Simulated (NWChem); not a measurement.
Molecule: BaHSF; SMILES [SH][Ba][F]

```xyz
4

Ba     0.3253     0.4295     0.0000
F     -1.3676     1.8682     0.0000
S     -0.4236    -2.3797     0.0000
H      0.8690    -2.7882     0.0000
```
Atoms are numbered in this order, from 1.

Computed with NWChem. Medium grid unless said otherwise, to which SCAN and Minnesota functionals are sensitive. Coordinates come from a PBE0/def2-SVP optimisation. def2 effective core potentials on Ba; no spin-orbit coupling. Hybrids' shares of exact exchange are those that their runs print; pure functionals count as 0. The functionals differ in more than this share.

```
row                share of exact exchange  highest occupied level (eV)
-----------------  -----------------------  ---------------------------
PBE/def2-SVP                          0.00                        -4.69
HCTH/407/def2-SVP                     0.00                        -4.86
B3LYP/def2-SVP                        0.20                        -5.51
B3PW91/def2-SVP                       0.20                        -5.56
M06/def2-SVP                          0.27                        -5.59
MN15/def2-SVP                         0.44                     withheld
```

Problem. Fit a straight line of the last column on the one before it, predict the withheld value, and compare with the run.

Solution. 
1. Means of the 5 shown rows: x = 0.134, y = -5.242. Slope Σ(x − x̄)(y − ȳ)/Σ(x − x̄)² = -0.2112/0.06312 = -3.345; intercept -4.794.
2. The shown rows scatter about the line by 0.087 (root mean square); the largest residual is +0.11, at M06/def2-SVP.
3. At x = 0.44 (MN15/def2-SVP; beyond the shown range) the line gives -6.27.
4. The run gives -6.28, -0.01 from the line, 0.1 times the scatter.
